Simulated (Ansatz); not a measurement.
Gas-phase electronic energies from Ansatz, PBE0-D4/def2-TZVP geometries. CBS: MP2 limit from def2 TZ/QZ plus the TZ coupled-cluster correction, frozen cores. Functionals use def2-TZVPP. def2 core potentials past Kr. For I outer-core shells are correlated without core-valence functions, which leaves a few kJ/mol of doubt a bond. Each species was taken in one conformer, which may not be the lowest.

`O[SiH2][SiH](O)F` + HI → `O[SiH](F)I` + `O[SiH3]`  (cleavage of the Si–Si bond)

```tsv
level	ΔE (kJ/mol)
revPBE-D4	-92.2
ωB97M-V	-107.2
B2PLYP	-106.3
r2SCAN	-104.9
BHLYP	-107.7
LC-ωPBE	-98.5
MP2/def2-SVP	-105.7
CCSD(T)/def2-TZVPP	-101.3
```

Question: What does CCSD(T)/CBS give? (Estimate.)

Answer: The calculation gave: -107.8 kJ/mol. The listed levels differ from it by 15.6, 0.6, 1.5, 2.9, 0.1, 9.3, 2.1, 6.5 kJ/mol.

Largest T1 diagnostic among the species: 0.012.

At CCSD(T), def2-SVP lies +13.5 kJ/mol from the extrapolated value and def2-TZVPP +6.5 kJ/mol. From PBE to PBE0 (25 % exact exchange), in def2-TZVPP and without D4, ΔE moves by −6.4 kJ/mol. Leaving LDA and LC-ωPBE aside and taking each functional with its dispersion term where it has one, the values, not all of them listed here, spread over 16.4 kJ/mol, from PBE-QIDH to PBE-D4. LDA lies +3.3 kJ/mol from PBE without D4.
